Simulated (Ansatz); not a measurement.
The input (input.yaml):

```yaml
crystal:
  lattice:
    - [0.0, 5.43, 5.43]
    - [5.43, 0.0, 5.43]
    - [5.43, 5.43, 0.0]
  atoms:
    - { symbol: Si, position: [0.00408995, 0.00454647, 0.00449936] }
    - { symbol: Si, position: [0.12434028, 0.1253094, 0.12522202] }
    - { symbol: Si, position: [0.00406871, 0.00453494, 0.48695852] }
    - { symbol: Si, position: [0.12743982, 0.12766792, 0.62247843] }
    - { symbol: Si, position: [0.00404978, 0.48704681, 0.00447682] }
    - { symbol: Si, position: [0.12743228, 0.62253082, 0.12763135] }
    - { symbol: Si, position: [-0.00398185, 0.50136021, 0.50132731] }
    - { symbol: Si, position: [0.12742281, 0.62252179, 0.62246134] }
    - { symbol: Si, position: [0.4860796, 0.00468072, 0.00464054] }
    - { symbol: Si, position: [0.62198597, 0.12776001, 0.12773012] }
    - { symbol: Si, position: [0.50110747, -0.00384208, 0.5013837] }
    - { symbol: Si, position: [0.62197187, 0.12775543, 0.62257547] }
    - { symbol: Si, position: [0.50110502, 0.50141506, -0.00386945] }
    - { symbol: Si, position: [0.62195945, 0.62262451, 0.12772218] }
    - { symbol: Si, position: [0.50110182, 0.5014125, 0.50137963] }
    - { symbol: Si, position: [0.62488819, 0.62506804, 0.62503645] }
    - { symbol: Ga, position: [0.87435593, 0.87529835, 0.87521671] }
magnetization:
  spin_polarized: true
basis:
  ecutwfc: 420.0
kpoints:
  mp_grid: { grid: [2, 2, 2] }
hamiltonian:
  xc: pbesol
  pseudopotentials: { kind: paw, azcp: { folder: soft_1 } }
scf:
  occupations: { method: gaussian, width: 0.05 }
  lower_state_search: "off"
  max_iter: 91
neb:
  images: 4
  f_tol: 0.05
  max_iterations: 40
  order_check: false
  climbing: false
  final_atoms:
    - { symbol: Si, position: [5.56e-06, -5.11e-06, -8.79e-06] }
    - { symbol: Si, position: [0.12367138, 0.12367373, 0.12367439] }
    - { symbol: Si, position: [0.00259033, 0.00262977, 0.49737881] }
    - { symbol: Si, position: [0.12368303, 0.12368508, 0.62894937] }
    - { symbol: Si, position: [0.00258507, 0.49737955, 0.00263855] }
    - { symbol: Si, position: [0.12368054, 0.62895615, 0.12368327] }
    - { symbol: Si, position: [0.00260801, 0.49739942, 0.49739444] }
    - { symbol: Si, position: [0.1382004, 0.62059982, 0.62059933] }
    - { symbol: Si, position: [0.49738081, 0.00261037, 0.00262442] }
    - { symbol: Si, position: [0.62897553, 0.12367549, 0.12367619] }
    - { symbol: Si, position: [0.49740083, 0.00263321, 0.49738205] }
    - { symbol: Si, position: [0.62055922, 0.13832376, 0.62055775] }
    - { symbol: Si, position: [0.49739636, 0.49738252, 0.00264225] }
    - { symbol: Si, position: [0.62054444, 0.6205434, 0.13836745] }
    - { symbol: Si, position: [0.49993999, 0.50005397, 0.50009438] }
    - { symbol: Si, position: [0.62061053, 0.62060993, 0.62060978] }
    - { symbol: Ga, position: [0.74992281, 0.7500693, 0.75012127] }
```

Launched with:

```bash
$ ansatz run input.yaml --threads 2 --pin off --max-ram 5120MiB --backend cpu --events-out ev --progress --plain --runs-dir out
```

Hardware: 2 threads of Arm Neoverse V2, with other jobs on the host.

Task: Roughly how long does this run take, and how much memory?

Result: 92 s, with a peak of 1.3 GiB, for 4 band iterations.
